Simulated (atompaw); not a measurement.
# Pseudopotential generation for technetium (Tc): PAW (atompaw), LDA (PW92), scalar-relativistic.

atompaw 4.2.0.5 input, output lines left out:

```
Tc 43
LDA-PW scalarrelativistic loggrid 1500 logderivrange -8 5 326
5 5 4 0 0 0
5 0 1.5
5 1 0
4 2 5
0 0 0
c
c
c
v
v
c
c
v
v
c
v
2
2.35 2.35 1.95 1.50
n
n
y
-0.15
n
custom polynom vanderbiltortho besselshape
bessel
1.30
1.65
2.15
2.35
2.35
2.35
```

Results:

```json
{"Cutoffs needed": "35 Ry and 50 Ry (the cutoffs (Ry, on a coarse ladder) from which the occupation-weighted sum of valence levels, in a spherical-Bessel basis at the reference potential, stays within 10 and 1 mRy of its value at 400 Ry)", "Ghost test": "no extra level below or beside the all-electron valence levels (s, p, d, f tested) (spherical-Bessel basis up to 400 Ry, 20 bohr box)", "Lowest eigenvalue of the overlap operator": "0.52 (s channel)", "Overlap eigenvalues printed by atompaw (projector basis)": "0.00105, 0.497, 1.77, 14.3, 168, 437", "Share of each valence orbital outside the PAW sphere": "4s 0 %, 5s 75 %, 4p 1 %, 5p 90 %, 4d 17 %"}
```

Generation and tests took about 3.1 s on one core of a shared server CPU.
